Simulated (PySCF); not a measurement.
Hf(OH)4 anion (H₄HfO₄), SMILES [OH][Hf]([OH])([OH])[OH] (connectivity only; charge and spin as stated), charge -1, multiplicity 2.

Geometry optimised at PBE-D3(BJ)/def2-SVPD. The multiplicity is an assumed one; no other spin state was optimised. The isomer is the one that the SMILES or the coordinates give; other isomers of the formula were not compared. The def2 effective core potentials stand for the cores of Hf; spin–orbit coupling is left out. One conformer was computed; it need not be the lowest.

Two levels are set side by side: PBE/def2-SVPD (PySCF) and CAM-B3LYP/def2-SVPD (PySCF). Same geometry, gas phase. Differences are taken from unrounded values.

| quantity | PBE |
|---|---|
| α-spin orbital gap (eV) | 1.43 |
| β-spin orbital gap (eV) | 4.77 |
| mean polarisability (bohr³) | 220.5 |

### Question
These are the PBE values. What does CAM-B3LYP give? (Estimate from the structure and the level; the computed values follow.)

### Answer

```csv
quantity,CAM-B3LYP,PBE minus CAM-B3LYP
α-spin orbital gap (eV),3.94,-2.51
β-spin orbital gap (eV),9.09,-4.32
mean polarisability (bohr³),174.6,45.9
```

PBE's more diffuse valence density responds more strongly to a field. Differences between two approximate levels are no errors against the true value.

Rough cost on one machine, each run with all the roots and properties that it gave: CAM-B3LYP against PBE within a factor of 2.
